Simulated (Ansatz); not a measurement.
Geometry optimisation, RKS PBE-D4/6-31G* (Ansatz).

input.yaml

```yaml
crystal:
  periodic: [false, false, false]
  atoms:
    - { symbol: C, position_ang: [-0.09766, 0.8532, -0.16827] }
    - { symbol: Si, position_ang: [0.25946, -0.93483, 0.32199] }
    - { symbol: O, position_ang: [1.2893, -1.44833, 1.29359] }
    - { symbol: Cl, position_ang: [-0.97512, -2.16402, -0.66909] }
    - { symbol: H, position_ang: [-0.91037, 0.94284, -0.88564] }
    - { symbol: H, position_ang: [-0.35463, 1.44125, 0.71019] }
    - { symbol: H, position_ang: [0.78902, 1.3099, -0.60277] }
basis:
  gaussian: { orbitals: "6-31G*" }
hamiltonian:
  xc: pbe
  dispersion: d4
relax:
  f_tol: 0.015
  max_steps: 40
```

Run as:

```bash
$ ansatz run input.yaml --threads 1 --pin off --max-ram 2048MiB --backend cpu --events-out ev --progress --plain --runs-dir out
```

Question: Where does it end, and by what steps?

Answer: The forces met the threshold. After 3 steps the energy has fallen by 0.097 eV; Cl4 moved furthest, 0.06 Å.

| step | energy less start (eV) | largest force component (eV/Å) | accepted |
| --- | --- | --- | --- |
| 0 | 0.0000 | 1.632 | yes |
| 1 | -0.0868 | 0.689 | yes |
| 2 | -0.0968 | 0.098 | yes |
| 3 | -0.0970 | 0.010 | yes |

```xyz
7
Properties=species:S:1:pos:R:3
C -0.100 0.858 -0.170
Si 0.255 -0.916 0.316
O 1.318 -1.414 1.318
Cl -1.015 -2.190 -0.705
H -0.924 0.932 -0.895
H -0.349 1.432 0.738
H 0.815 1.297 -0.602
```

Run time: 11 s on 1 thread of Arm Neoverse V1 (shared host), peak memory 0.16 GiB.
